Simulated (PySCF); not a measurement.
Species: C10H15F.
SMILES: `F[C@]12C[C@H]3C[C@H](C[C@H](C3)C1)C2`

The closed-shell ground state was solved at several levels (PySCF, density fitting, gas phase, non-relativistic). Isolated species at its PBE0-D3(BJ)/def2-SVP geometry, gas phase.

```csv
level,basis functions,HOMO (eV),LUMO (eV),gap (eV),dipole (D)
B3LYP/pcJ-1,447,-7.83,0.65,8.48,2.14
PBE0/pcSseg-1,262,-8.03,0.90,8.93,2.15
CAM-B3LYP/def2-SVPD,343,-9.44,1.04,10.48,2.35
```

Task: What might wB97X-D/pcSseg-1 (262 basis functions) give for the same quantities?

Result: HOMO -9.90 eV, LUMO 2.71 eV, gap 12.61 eV, dipole 2.18 D.

Task: Over all these levels, which gives the widest orbital gap and which the narrowest?

Result: wB97X-D/pcSseg-1 (range-separated hybrid) has the widest, 12.61 eV, and B3LYP/pcJ-1 (global hybrid, 20 % exact exchange) the narrowest, 8.48 eV. Functional and basis both differ between the two, so the spread mixes both effects.

Task: How far do the dipole and the HOMO energy spread over the levels?

Result: The dipole runs from 2.14 to 2.35 D (mean 2.20 D) and the HOMO from -9.90 to -7.83 eV.
